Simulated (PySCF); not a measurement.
H4P2, triplet, geometry from GFN2-xTB (a higher spin typed on purpose: for a closed-shell molecule this is an excited state); MP2/6-31G** run with PySCF.

Here is a job for PySCF.
```python
from pyscf import gto, scf, mp

mol = gto.Mole()
mol.atom = '''
    P    -1.22513273   -0.18858373    0.40247436
    P     1.15923065    0.20673919   -0.32030056
    H    -1.60413451    1.03387345   -0.14579888
    H    -1.45834842   -0.84719140   -0.80534801
    H     1.54695439   -0.87997430    0.45161677
    H     2.50405968    0.42096026   -0.73307690
'''
mol.basis = '6-31g**'
mol.spin = 2
mol.verbose = 4
mol.build()

mf = scf.UHF(mol)
mf.kernel()

pt = mp.MP2(mf, frozen=10)
pt.kernel()
print('E(MP2) = %.10f' % pt.e_tot)
```

What does PySCF print? Leave out banner, timings and long lists.


```
PySCF version 2.14.0

[INPUT] verbose = 4
[INPUT] num. atoms = 6
[INPUT] num. electrons = 34
[INPUT] charge = 0
[INPUT] spin (= nelec alpha-beta = 2S) = 2
[INPUT] symmetry False subgroup None
[INPUT] Mole.unit = angstrom
[INPUT] Symbol           X                Y                Z      unit          X                Y                Z       unit  Magmom
[INPUT]  1 P     -1.225132730000  -0.188583730000   0.402474360000 AA   -2.315165325941  -0.356371601249   0.760566312560 Bohr   0.0
[INPUT]  2 P      1.159230650000   0.206739190000  -0.320300560000 AA    2.190628443702   0.390680448314  -0.605280335945 Bohr   0.0
[INPUT]  3 H     -1.604134510000   1.033873450000  -0.145798880000 AA   -3.031374890863   1.953737667959  -0.275519952468 Bohr   0.0
[INPUT]  4 H     -1.458348420000  -0.847191400000  -0.805348010000 AA   -2.755879107992  -1.600959721087  -1.521887173863 Bohr   0.0
[INPUT]  5 H      1.546954390000  -0.879974300000   0.451616770000 AA    2.923320124294  -1.662910423656   0.853432008561 Bohr   0.0
[INPUT]  6 H      2.504059680000   0.420960260000  -0.733076900000 AA    4.731986994766   0.795499600726  -1.385314569245 Bohr   0.0

nuclear repulsion = 81.2788371509381
number of shells = 28
number of NR pGTOs = 130
number of NR cGTOs = 56
basis = 6-31g**
ecp = {}

******** <class 'pyscf.scf.uhf.UHF'> ********
method = UHF
initial guess = minao
damping factor = 0
level_shift factor = 0
DIIS = <class 'pyscf.scf.diis.CDIIS'>
diis_start_cycle = 1
diis_space = 8
diis_damp = 0
SCF conv_tol = 1e-09
SCF conv_tol_grad = None
SCF max_cycles = 50
direct_scf = True
direct_scf_tol = 1e-13
number electrons alpha = 18  beta = 16
Set gradient conv threshold to 3.16228e-05
init E= -683.365134279178

cycle= 1 E= -683.633830435316  delta_E= -0.269  |g|= 0.17  |ddm|= 1.77
cycle= 2 E= -683.669489430585  delta_E= -0.0357  |g|= 0.0614  |ddm|= 0.345
cycle= 3 E= -683.675253259343  delta_E= -0.00576  |g|= 0.0255  |ddm|= 0.143
cycle= 4 E= -683.676617469372  delta_E= -0.00136  |g|= 0.00927  |ddm|= 0.0782
cycle= 5 E= -683.676820497322  delta_E= -0.000203  |g|= 0.00376  |ddm|= 0.0318
cycle= 6 E= -683.676862180654  delta_E= -4.17e-05  |g|= 0.00145  |ddm|= 0.0167
cycle= 7 E= -683.676869509343  delta_E= -7.33e-06  |g|= 0.000632  |ddm|= 0.00797
cycle= 8 E= -683.676871135009  delta_E= -1.63e-06  |g|= 0.000282  |ddm|= 0.00412
cycle= 9 E= -683.676871483971  delta_E= -3.49e-07  |g|= 0.000114  |ddm|= 0.00212
cycle= 10 E= -683.676871535973  delta_E= -5.2e-08  |g|= 4.68e-05  |ddm|= 0.000787
cycle= 11 E= -683.676871544088  delta_E= -8.12e-09  |g|= 2.1e-05  |ddm|= 0.000281
cycle= 12 E= -683.676871545834  delta_E= -1.75e-09  |g|= 8.06e-06  |ddm|= 0.000131
cycle= 13 E= -683.676871546078  delta_E= -2.44e-10  |g|= 3.26e-06  |ddm|= 4.61e-05
Extra cycle  E= -683.676871546098  delta_E= -2.02e-11  |g|= 2.14e-06  |ddm|= 7.77e-06
converged SCF energy = -683.676871546098  <S^2> = 2.0436441  2S+1 = 3.0289563

******** <class 'pyscf.mp.ump2.UMP2'> ********
nocc = (np.int64(8), np.int64(6)), nmo = (46, 46)
frozen orbitals 10
E(UMP2) = -683.885683470477  E_corr = -0.208811924379197
E(SCS-UMP2) = -683.894684130601  E_corr = -0.217812584503097
E_corr(same-spin) = -0.0378019900983918
E_corr(oppo-spin) = -0.171009934280806
E(MP2) = -683.8856834705
```
